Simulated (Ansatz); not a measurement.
Stepwise reaction of `O[SiH](Cl)[Si](O)(Cl)Cl` with hydrogen, as a gas-phase model of exchange steps in deposition or etching. ΔE in kJ/mol.

Calculated with Ansatz (gas phase, PBE0-D4/def2-TZVP geometries, no zero-point term in ΔE). CCSD(T)/CBS is the MP2 limit (def2-TZVPP, def2-QZVPP) plus CCSD(T) − MP2 in def2-TZVPP, frozen cores. This one scheme is used for every species. Functionals use def2-TZVPP. B3LYP here is the variant with VWN-RPA as its local correlation; programs differ in this. Each species was taken in one conformer, which may not be the lowest.

```
step                                                        reaction  PBE-D4  B3LYP-D4  ωB97M-V  CCSD(T)/CBS
   1  `O[SiH](Cl)[Si](O)(Cl)Cl` + H₂ → `O[SiH](Cl)[SiH](Cl)Cl` + H₂O    86.4      92.7     92.1         87.3
   2      `O[SiH](Cl)[SiH](Cl)Cl` + H₂ → `Cl[SiH2][SiH](Cl)Cl` + H₂O    77.4      82.6     81.9         77.5
```

Task: By hand: ΔE of the 2 steps together at CCSD(T)/CBS.

Result: (87.3) + (77.5) = 164.8 kJ/mol, or 82.4 kJ/mol a step.

In ΔE each step is lower than the one before. All are uphill at CCSD(T)/CBS. PBE-D4 differs from CCSD(T)/CBS by -0.9 to -0.1 kJ/mol a step. Isolated molecules leave out the surface, adducts and barriers. Largest T1 diagnostic: 0.011.
